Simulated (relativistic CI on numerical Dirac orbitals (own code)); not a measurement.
Rh3+ (4d6) in a crystal field

Calculated by Dirac-Coulomb-Breit CI, orbitals from a KLI potential per configuration, a model potential for QED, one configuration in a parametric crystal field, unscaled Slater integrals (own radial code). With so little scaling, terms lie 10 to 35 % too far apart, which can change the order of excited levels.

Field parameters in Wybourne normalisation: D4h B²₀ = −7Ds, B⁴₀ = 21(Dq − Dt), B⁴₄ = 21√(5/14) Dq. The field is a parameter set, without covalency.

S is read from ⟨S²⟩ = S(S + 1).

Levels (cm⁻¹, degeneracy): 0 (1), 46 (2), 242 (1), 468 (2), 597 (1), 767 (1), 929 (1), 1340 (1), 1470 (2), 1502 (1), 1605 (2), 4782 (1).

Problem. Which field gives this pattern?
A. D4h, 10Dq = 22650, Ds = 1240, Dt = 300 cm⁻¹
B. D4h, 10Dq = 17550, Ds = 1250, Dt = 720 cm⁻¹
C. D4h, 10Dq = 12000, Ds = 2380, Dt = 330 cm⁻¹

Solution. B. D4h, 10Dq = 17550, Ds = 1250, Dt = 720 cm⁻¹, ground level with S = 1.98.
